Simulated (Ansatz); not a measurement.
C3H5BrSi (`[SiH3]C1=CC1Br`). Charge 0, multiplicity 1. The geometry is a stationary point of PBE0-D4/def2-TZVP.

```xyz
10

Si   -1.356    0.033    1.042
C    -0.023   -0.175   -0.216
C     0.406   -0.404   -1.427
C     1.433   -0.059   -0.470
Br    2.270    1.720   -0.524
H    -1.315    1.429    1.539
H    -2.673   -0.261    0.426
H    -1.097   -0.905    2.164
H     0.183   -0.630   -2.457
H     2.172   -0.749   -0.078
```

Task: What is the dipole moment at r2SCAN/def2-TZVPP? (Best estimate.)

Result: Computed: 2.79 D, with components (-1.78, -2.12, -0.30) D in this frame, pointing from negative to positive charge.

Task: And with PBE, B3LYP, ωB97M-V? (An estimate is asked.)

Result: The calculation gave: PBE 2.63 D, B3LYP 2.74 D, ωB97M-V 2.76 D.

Task: Give the Mulliken charges with r2SCAN, PBE, ωB97M-V in def2-TZVPP. (Estimate.)

Result: Computed: 
```json
{"atom": "Si1", "r2SCAN": "0.36", "PBE": "0.25", "ωB97M-V": "0.22"}
{"atom": "C2", "r2SCAN": "-0.13", "PBE": "-0.06", "ωB97M-V": "-0.11"}
{"atom": "C3", "r2SCAN": "-0.17", "PBE": "-0.14", "ωB97M-V": "-0.15"}
{"atom": "C4", "r2SCAN": "0.05", "PBE": "-0.03", "ωB97M-V": "-0.09"}
{"atom": "Br5", "r2SCAN": "-0.19", "PBE": "-0.17", "ωB97M-V": "-0.15"}
{"atom": "H6", "r2SCAN": "-0.04", "PBE": "-0.03", "ωB97M-V": "0.00"}
{"atom": "H7", "r2SCAN": "-0.06", "PBE": "-0.04", "ωB97M-V": "-0.02"}
{"atom": "H8", "r2SCAN": "-0.06", "PBE": "-0.04", "ωB97M-V": "-0.02"}
{"atom": "H9", "r2SCAN": "0.15", "PBE": "0.16", "ωB97M-V": "0.18"}
{"atom": "H10", "r2SCAN": "0.10", "PBE": "0.12", "ωB97M-V": "0.14"}
```

B3LYP here is the variant with VWN-RPA as its local correlation; programs differ in this.
